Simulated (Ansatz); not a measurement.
AsH2(SMe) (CH5AsS). Total charge 0; singlet. Geometry PBE0-D4/def2-TZVP; atoms count from 1.

```
atom    x (Å)    y (Å)    z (Å)
 As1   0.0566   0.2393   1.6943
  H2   0.9391  -0.7925   2.3871
  H3   0.9389   1.3865   2.1681
  S4   0.9851   0.0623  -0.3289
  C5  -0.5142  -0.1856  -1.3118
  H6  -1.0215  -1.1117  -1.0433
  H7  -0.1847  -0.2547  -2.3497
  H8  -1.1992   0.6563  -1.2158
```

Estimate the Mulliken populations from the PBE0/def2-TZVP orbitals of Ansatz.


```
atom  charge (e)
 As1       -0.03
  H2        0.07
  H3        0.07
  S4       -0.20
  C5       -0.35
  H6        0.14
  H7        0.15
  H8        0.14
```
Mulliken values depend strongly on the basis.

And the Mayer bond orders between heavy atoms (over 0.3)?

As1–S4 1.12 (2.23 Å); S4–C5 1.03 (1.81 Å).
